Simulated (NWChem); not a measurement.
Molecule: HSeSI; SMILES [Se](I)S

```xyz
4

Se     0.7258    -1.0282     0.0037
I     -0.1184     1.3856     0.0064
S     -1.0692    -2.2596     0.0513
H     -1.2943    -2.3242    -1.2844
```
Atoms are numbered in this order, from 1.

Results from NWChem. Medium grid unless said otherwise, to which SCAN and Minnesota functionals are sensitive. Geometry: optimised at PBE0/def2-SVP. def2 effective core potentials on I; no spin-orbit coupling. Total energies of different functionals are on different scales.

| level | energy (Ha) | highest occupied level (eV) | orbital gap (eV) | dipole (D) |
|---|---|---|---|---|
| B3LYP/def2-SVP | -3097.7943 | -6.45 | 3.44 | 1.37 |
| PBE/def2-SVP | -3097.1108 | -5.56 | 1.98 | 1.42 |
| M06-2X/def2-SVP | -3097.5783 | -7.88 | 5.74 | 1.41 |
| r2SCAN0/def2-SVP | -3097.6919 | … | … | 1.43 |
| Hartree-Fock/def2-SVP | -3094.1989 | -9.34 | 9.69 | 1.34 |
| LC-BLYP (range parameter 0.33 per bohr)/def2-SVP | -3096.8470 | -8.87 | 7.95 | 1.35 |
| LRC-wPBEh/def2-SVP | -3097.2468 | -8.60 | 7.28 | 1.35 |
| BHandHLYP/def2-SVP | -3097.5779 | -7.73 | 5.75 | 1.34 |
| B97-D/def2-SVP | -3099.4046 | -5.53 | 1.97 | 1.40 |

Question: Complete the blanks.

Answer: 
- r2SCAN0/def2-SVP, highest occupied level (eV): -6.97
- r2SCAN0/def2-SVP, orbital gap (eV): 4.03
